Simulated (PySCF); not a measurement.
AsH₂⁺: fields on a plane

Level of theory: PBE0/[As def2-TZVP, H def2-TZVP], no relativity, density fitting, PySCF.

The singlet minimum has As–H 1.530 Å (×2); H–As–H 91.0°.

The plane holds As1 at (0.00, 0.00), H2 at (1.53, 0.00), H3 at (-0.03, 1.53) Å. Columns run from x = -1.95 to 3.75 Å, rows from y = 3.75 (top) to -1.95 Å, in steps of 0.3 Å. Other isomers or separated fragments may lie lower.

Give the electron density (e/Å³) (cut at 5 e/Å³). Lower edges of the bins (e/Å³): '0' 0.000, '1' 0.030, '2' 0.076, '3' 0.151, '4' 0.268, '5' 0.455, '6' 0.750, '7' 1.218, '8' 1.960, '9' 3.136; top 5.00.


```
00000000000000000000
00000000000000000000
00000000000000000000
00000000000000000000
00000000000000000000
00001122100000000000
00001344310000000000
00012476421000000000
00013577532100000000
00124566542210000000
00134666544321000000
01235799765543100000
01246999966764200000
01246999966764200000
01246899765543100000
00234666544321000000
00123444332110000000
00012222211000000000
00000111100000000000
00000000000000000000
```

Give the highest occupied orbital (Å^-3/2) at -16.31 eV (cut at ±0.3; overall sign arbitrary). Every second row and column.


```
 0.00  0.00  0.00  0.01  0.00  0.00  0.00  0.00  0.00  0.00
 0.00  0.01  0.01  0.02  0.02  0.01  0.01  0.00  0.00  0.00
 0.00  0.01  0.04  0.07  0.06  0.04  0.02  0.01  0.00  0.00
 0.00  0.02  0.09  0.23  0.18  0.09  0.04  0.02  0.01  0.00
-0.01  0.00  0.09  0.30  0.30  0.16  0.08  0.04  0.02  0.01
-0.04 -0.08 -0.07  0.14  0.30  0.27  0.18  0.08  0.03  0.01
-0.06 -0.20 -0.30  0.19  0.04  0.30  0.30  0.13  0.04  0.01
-0.07 -0.22 -0.30 -0.24 -0.15  0.13  0.21  0.09  0.03  0.01
-0.05 -0.14 -0.29 -0.30 -0.20 -0.02  0.04  0.03  0.01  0.00
-0.03 -0.06 -0.11 -0.13 -0.09 -0.03  0.00  0.01  0.01  0.00
```
